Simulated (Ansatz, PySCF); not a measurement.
Dimer: H4O2Si (SMILES O[SiH2]O) (first 7 atoms) with NH3 (SMILES N); geometry from B3LYP-D3(BJ)/def2-TZVP.
(charge 0, multiplicity 1):
```tsv
atom	x (Å)	y (Å)	z (Å)
O	-0.0474	1.0406	1.3171
Si	-0.6369	0.3566	-0.0399
O	0.3943	0.5073	-1.3182
H	0.1114	0.4693	2.1035
H	-1.8613	1.0405	-0.4961
H	-0.9125	-1.0815	0.2356
H	1.3118	0.2579	-1.1826
N	0.3252	-0.6113	3.5693
H	-0.0063	-1.5498	3.3754
H	1.2853	-0.6819	3.8869
H	-0.2264	-0.2428	4.3362
```

Monomers are frozen at their geometry in the pair; levels with a basis set take the counterpoise correction.

Codes used: Ansatz (an electronic-structure program); PySCF for the dispersion terms. Values without a source in brackets are computed.

Task: What interaction energy does B3LYP/def2-TZVPPD give?

Result: -368 meV

Task: What interaction energy does B3LYP-D3(BJ)/def2-TZVPPD give?

Result: -430 meV

Task: Predict the interaction energy from wB97X-V/def2-TZVPPD.

Result: -410 meV
